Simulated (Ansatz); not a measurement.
Consider the ligand exchange at the Si–C bond: `C[SiH2]C1=C[SiH2]1` + `OC(F)F` → `C[SiH2]OC(F)F` + `C1=C[SiH2]1`.

Isolated molecules relaxed with PBE0-D4/def2-TZVP in Ansatz; ΔE leaves out vibrations. CBS: MP2 limit from def2 TZ/QZ plus the TZ coupled-cluster correction, frozen cores. DFT in def2-TZVPP. B3LYP here is the variant with VWN-RPA as its local correlation; programs differ in this. Each species was taken in one conformer, which may not be the lowest.

Q: Is it downhill or uphill in electronic energy at CCSD(T)/CBS, and by how much? (Estimate.)

A: Ansatz gave: Downhill: ΔE = -62.7 kJ/mol.

Q: What do these levels give: PBE-D4, B3LYP-D4, ωB97X-V, B2PLYP, r2SCAN, PBE0, B3LYP, MP2/def2-TZVPP, CCSD(T)/def2-TZVPP, MP2/def2-QZVPP, SCS-MP2/def2-QZVPP, CCSD/CBS(def2)? (Estimate.)

A: Ansatz gave: PBE-D4 -49.8, B3LYP-D4 -62.5, ωB97X-V -65.7, B2PLYP -65.2, r2SCAN -62.6, PBE0 -55.9, B3LYP -65.7, MP2/def2-TZVPP -60.3, CCSD(T)/def2-TZVPP -61.9, MP2/def2-QZVPP -61.3, SCS-MP2/def2-QZVPP -65.2, CCSD/CBS(def2) -65.9 kJ/mol.

Largest T1 diagnostic among the species: 0.013.

From PBE to PBE0 (25 % exact exchange), in def2-TZVPP and without D4, ΔE moves by −4.2 kJ/mol. The D4 term adds +3.2 kJ/mol with B3LYP and +1.9 kJ/mol with PBE0; it sums over pairs of atoms, weighted by their polarisabilities, and B3LYP, whose exchange is more repulsive, gets the larger term. In def2-TZVPP, CCSD(T) changes the Hartree–Fock value by +16.7 kJ/mol (the triples alone add +3.2 kJ/mol) and MP2 by +18.3 kJ/mol.
